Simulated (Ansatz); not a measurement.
Start from `BN[SiH2]Cl` and change one atom or group to get `[SiH3]CN[SiH2]Cl`.

Ansatz, PBE0-D4/def2-TZVP geometries, multiplicity 1. Each molecule was computed in one conformer, which needn't be the lowest.

```
                                      property  `BN[SiH2]Cl`
            LUMO energy (PBE0/def2-TZVPP) / eV         -0.49
         HOMO–LUMO gap (B3LYP/def2-TZVPP) / eV          7.98
            HOMO energy (PBE0/def2-TZVPP) / eV         -8.92
             HOMO energy (PBE/def2-TZVPP) / eV         -7.56
         LUMO energy (ωB97M-V/def2-TZVPP) / eV          1.39
size of the dipole moment (PBE/def2-TZVPP) / D          1.42
```

Question: What does the change do to each property? (An estimate is asked.)

Answer: The calculation gave: 
```json
{"property": "LUMO energy (PBE0/def2-TZVPP) / eV", "`[SiH3]CN[SiH2]Cl`": "0.21", "shift": "0.70"}
{"property": "HOMO–LUMO gap (B3LYP/def2-TZVPP) / eV", "`[SiH3]CN[SiH2]Cl`": "7.03", "shift": "-0.95"}
{"property": "HOMO energy (PBE0/def2-TZVPP) / eV", "`[SiH3]CN[SiH2]Cl`": "-7.27", "shift": "1.65"}
{"property": "HOMO energy (PBE/def2-TZVPP) / eV", "`[SiH3]CN[SiH2]Cl`": "-5.97", "shift": "1.59"}
{"property": "LUMO energy (ωB97M-V/def2-TZVPP) / eV", "`[SiH3]CN[SiH2]Cl`": "1.79", "shift": "0.40"}
{"property": "size of the dipole moment (PBE/def2-TZVPP) / D", "`[SiH3]CN[SiH2]Cl`": "1.41", "shift": "-0.01"}
```

With PBE0 the HOMO rises by 1.65 eV and the LUMO rises by 0.70 eV, so the gap narrows by about 0.95 eV. PBE moves the HOMO by 1.59 eV and ωB97M-V by 1.62 eV. Dipoles are sizes alone; their direction can turn.

B3LYP here is the variant with VWN-RPA as its local correlation; programs differ in this.
